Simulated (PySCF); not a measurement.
**Radial density of Be⁺ (beryllium, charge +1)**

UHF, [He] 3d1, 2D determinant (an excited configuration). All numbers are calculated (PySCF 2.14, the spin-free X2C one-electron Hamiltonian (Gaussian nucleus), in aug-cc-pVQZ-DK (6s5p4d3f2g, 80 functions)).

```tsv
r (bohr)	4πr²ρ (e/bohr)	4πr²(ρα − ρβ)
0.00630	0.01664	0.0000
0.0106	0.04508	0.0000
0.0178	0.1199	0.0000
0.0300	0.3070	0.0000
0.0504	0.7375	0.0000
0.0848	1.589	0.0000
0.143	2.865	-0.0001
0.240	3.858	-0.0001
0.404	3.239	0.0000
0.679	1.264	0.0005
1.14	0.1451	0.0059
1.92	0.04756	0.0458
3.23	0.1795	0.1795
5.43	0.2092	0.2092
9.14	0.01075	0.0107
```

Densities and radii are taken from the X2C orbitals without a picture-change correction, which distorts them close to the nucleus.

The outer electron is Rydberg-like, and this basis confines it to a smaller radius and binds it less than a complete one would.
